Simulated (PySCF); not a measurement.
C2H6ClFSi, SMILES CC[Si@@H](F)Cl. Atoms are numbered in the order given.

```xyz
11

C     -2.2117    -0.5015     0.1812
C     -1.2332    -0.4351    -0.9889
Si     0.4130     0.3124    -0.5657
F      0.1909     1.8279    -0.0298
Cl     1.2874    -0.7496     0.9702
H     -1.8010    -1.0998     1.0085
H     -3.1673    -0.9561    -0.1204
H     -2.4285     0.5025     0.5763
H     -1.6501     0.1581    -1.8226
H     -1.0381    -1.4407    -1.4018
H      1.3685     0.3730    -1.6988
```

Geometry optimised at PBE0-D3(BJ)/def2-SVP. The structure was generated by enumeration; whether it is a known compound was not checked. The values are those of a single conformer.

Level of theory: PBE0/pcSseg-1 run with PySCF.

GIAO shieldings, no solvent; atoms listed in one row are averaged. δ = σ(ref) − σ: ¹³C against TMS (σ = 186.3 ppm); ²⁹Si against TMS (σ = 352.7 ppm); ¹⁹F against CFCl3 (σ = 167.2 ppm); ³⁵Cl against HCl (σ = 945.9 ppm); ¹H against TMS (σ = 31.56 ppm), references at their B3LYP-D3(BJ)/def2-TZVP geometries, non-relativistic (without spin–orbit terms, shifts of atoms bonded to Cl or Br come out too high).

Computed chemical shifts:
```
nucleus       atoms  count  δ (ppm)
-------  ----------  -----  -------
¹³C              C2      1     15.4
¹³C              C1      1      7.4
²⁹Si            Si3      1     22.5
¹⁹F              F4      1   -170.4
³⁵Cl            Cl5      1     42.7
¹H              H11      1     5.77
¹H       H6, H7, H8      3     1.47
¹H               H9      1     1.23
¹H              H10      1     0.81
```
